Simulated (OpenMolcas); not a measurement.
**Run times for GeH3Br (SMILES [GeH3][Br])**

GeH3Br has 5 atoms, charge 0, and is taken as a singlet. SMILES: `[GeH3][Br]`. Geometry: relaxed at PBE0-D4/def2-TZVP.

```xyz
5

Ge    0.1390    0.0137   -0.1291
Br   -1.5485   -0.1525    1.4383
H     0.1282    1.4522   -0.6551
H    -0.1722   -0.9959   -1.2381
H     1.4534   -0.3175    0.5841
```

Program: OpenMolcas 26.06. Hardware: 1 thread of Arm Neoverse V2, shared host, so times are rough. Two-electron integrals are exact unless an approximation is named.

Question: Estimate their order by wall time, quickest first.
A. gradient at HF/STO-3G
B. gradient at M06-2X/aug-cc-pVDZ, grid UltraFine
C. gradient at HF/aug-cc-pVDZ

Answer: A (2 s), C (14 s), B (37 s).
